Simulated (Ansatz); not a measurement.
`[F][Ge][SH]` + HBr → `[SH][Ge][Br]` + H–F at 600 K and 1 bar (ligand exchange at a Ge–F bond).

Program: Ansatz. Geometries: PBE0-D4/def2-TZVP. ΔE: electronic, gas phase. CCSD(T)/CBS adds triple-zeta CCSD(T) − MP2 to the extrapolated MP2 energy (def2 sets, frozen cores). This one scheme is used for every species. For Br, Ge outer-core shells are correlated without core-valence functions, which leaves a few kJ/mol of doubt a bond. Scalar relativity is left out up to krypton. Each species was taken in one conformer, which may not be the lowest.

```csv
species,CCSD(T)/CBS energy (Eh),H − E (kJ/mol),S (J/(mol·K))
`[F][Ge][SH]`,-2574.33845,64.0,342.3
HBr,-2573.91920,33.5,219.1
`[SH][Ge][Br]`,-5047.87083,62.9,367.9
H–F,-100.39570,42.3,194.0
```

H − E and S are ideal-gas, rigid-rotor, harmonic terms from PBE0-D4/def2-TZVP, for one conformer and one mirror image of each species. 1 Eh = 2625.50 kJ/mol, R = 8.31446 J/(mol·K).

Task: By hand: ΔE, ΔH, ΔS and ΔG.

Result: ΔE = (-5047.87083) + (-100.39570) − (-2574.33845) − (-2573.91920) = -0.00888 Eh = -23.3 kJ/mol. Δ(H − E) = 62.9 + 42.3 − 64.0 − 33.5 = 7.7, so ΔH = -15.6 kJ/mol. ΔS = 367.9 + 194.0 − 342.3 − 219.1 = 0.5 J/(mol·K). ΔG = -15.6 − 600 × (0.5)/1000 = -15.9 kJ/mol.

Task: By hand: the equilibrium constant, and the temperature at which ΔG would vanish if ΔH and ΔS stayed fixed.

Result: log₁₀ K = −ΔG/(RT ln 10) = 1.4. ΔH and −TΔS have one sign here, so there is no such temperature.

The number of gas molecules stays the same, so ΔS is small and ΔH decides. A doubt of 5 kJ/mol in ΔE shifts log₁₀ K by 0.4 here. Other conformers and mirror images would add mixing entropy, several J/(mol·K) or more a flexible species. These are equilibria of isolated gas molecules and say nothing of rates. Largest T1 diagnostic: 0.015 (customary marks: 0.02 for closed shells, 0.045 for open ones).

ΔS is within the doubt of such terms, so its sign, and with it that verdict, could turn.
